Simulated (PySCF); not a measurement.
Geometry:
```
atom   x (Å)   y (Å)   z (Å)
 Si1   0.584   0.845   0.507
  C2   0.612   0.788   2.382
  C3   0.290  -0.281   3.120
  H4   0.944   1.693   2.911
  H5  -0.046  -1.217   2.660
  H6   0.346  -0.272   4.215
  C7   2.353   0.880  -0.117
  C8   2.799   1.731  -1.048
  H9   3.066   0.160   0.310
 H10   2.135   2.472  -1.510
 H11   3.839   1.729  -1.395
 C12  -0.291   2.405  -0.056
 C13  -1.260   2.427  -0.979
 H14   0.015   3.361   0.392
 H15  -1.612   1.508  -1.461
 H16  -1.748   3.357  -1.292
 C17  -0.307  -0.666  -0.173
 C18  -1.605  -0.985   0.259
 C19  -2.284  -2.088  -0.255
 C20  -1.674  -2.896  -1.215
 C21  -0.388  -2.594  -1.660
 C22   0.286  -1.488  -1.143
 H23  -2.095  -0.359   1.011
 H24  -3.294  -2.319   0.093
 H25  -2.204  -3.762  -1.619
 H26   0.092  -3.222  -2.414
 H27   1.292  -1.255  -1.504
```

Non-relativistic, one conformer, isolated molecule, averaged over atoms made equivalent by symmetry, fast rotation or ring inversion. B3LYP/pcSseg-1 with gauge-including orbitals; geometry from PBE0-D3(BJ)/def2-SVP; PySCF 2.14.

Shifts are taken against calculated references (same method and geometry level): 13C (σref 179.24), 1H (σref 31.38), 29Si (σref 337.86) vs TMS.

```csv
atoms,nucleus,count,δ (ppm)
C19/C21,13C,2,?
C3/C8/C13,13C,3,145.1
C20,13C,1,135.9
H5/H6/H10/H11/H15/H16,1H,6,6.09
H4/H9/H14,1H,3,6.38
C2/C7/C12,13C,3,144.9
C17,13C,1,137.3
H23/H27,1H,2,?
Si1,29Si,1,-17.8
H24/H26,1H,2,?
C18/C22,13C,2,143.9
H25,1H,1,?
```

Estimate the values marked ?.

## Answers


- C19/C21: 133.7 ppm, carbon bonded to 2 C, H
- H23/H27: 7.61 ppm, hydrogen on a carbon bonded to 2 C
- H25: 7.40 ppm, hydrogen on a carbon bonded to 2 C
- H24/H26: 7.39 ppm, hydrogen on a carbon bonded to 2 C

Shifts are as computed. Against solution values, carbons near 30 ppm lie about +2 ppm off and those near 130 ppm about +6 ppm. Of 1313 compounds with measured shifts, 239 miss one by over three times the rms of a fit or turn the order of signals round; such compounds aren't used in these exercises.
